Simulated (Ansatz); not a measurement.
C2H9NOSi2 (`C=C[Si](N)(O)[SiH3]`) at its PBE0-D4/def2-TZVP geometry, where that method's forces vanish. The species carries charge 0 and has multiplicity 1.

```xyz
15

C    -0.7226    1.1067    2.1052
C    -0.9005    0.9176    0.7996
Si    0.3607    0.0710   -0.2746
N     0.4364    0.9936   -1.7140
O     1.7834   -0.0857    0.5583
Si   -0.2127   -2.1333   -0.8142
H    -1.4693    1.5869    2.7320
H     0.1843    0.7771    2.6052
H    -1.8378    1.2490    0.3539
H     0.2266    1.9774   -1.7336
H     0.9412    0.6936   -2.5305
H     2.2559    0.7254    0.7579
H     0.6293   -2.6347   -1.9382
H    -1.6351   -2.1948   -1.2520
H    -0.0399   -3.0498    0.3449
```

Problem. What forces (eV/Å) does B3LYP-D4/def2-TZVPP give on these atoms in the Gaussian-basis code of Ansatz? (Estimate.)

Solution. Ansatz gave: 
```
C1  -0.006  0.032  0.162
C2  -0.077  0.019 -0.064
Si3 -0.137 -0.085 -0.024
N4   0.012  0.042 -0.075
O5   0.110  0.022  0.050
Si6 -0.032 -0.119 -0.030
H7   0.060 -0.035 -0.031
H8  -0.077  0.037 -0.020
H9   0.058 -0.018  0.030
H10  0.007  0.009 -0.034
H11  0.000  0.029 -0.020
H12  0.061 -0.006  0.036
H13 -0.049  0.025  0.065
H14  0.083 -0.001  0.026
H15 -0.013  0.050 -0.071
```

B3LYP here is the variant with VWN-RPA as its local correlation; programs differ in this.
